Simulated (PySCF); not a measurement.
SMILES [F][Ge]([F])([Cl])[Cl] (Cl₂F₂Ge), singlet (B3LYP/def2-SVP optimised geometry):

```
5

F      1.211    -1.003     0.000
Ge    -0.508    -1.003     0.000
F     -0.974    -1.773     1.465
Cl    -1.217    -2.137    -1.652
Cl    -1.211     1.003     0.000
```

Calculation: B3LYP/def2-TZVP (PySCF).

Q: What are the frontier orbital energies and the dipole moment?

A: HOMO-2 -10.23 eV, HOMO-1 -9.99 eV, HOMO -9.84 eV, LUMO -2.60 eV, LUMO+1 0.15 eV; dipole moment 1.26 D.

On the same geometry PBE/def2-TZVP run with PySCF gives HOMO-2 -8.99 eV, HOMO-1 -8.76 eV, HOMO -8.63 eV, LUMO -3.27 eV, LUMO+1 -0.53 eV; dipole moment 1.14 D.

Meta-Löwdin charges at B3LYP/def2-TZVP: F1 -0.47, Ge2 1.39, F3 -0.47, Cl4 -0.22, Cl5 -0.22.
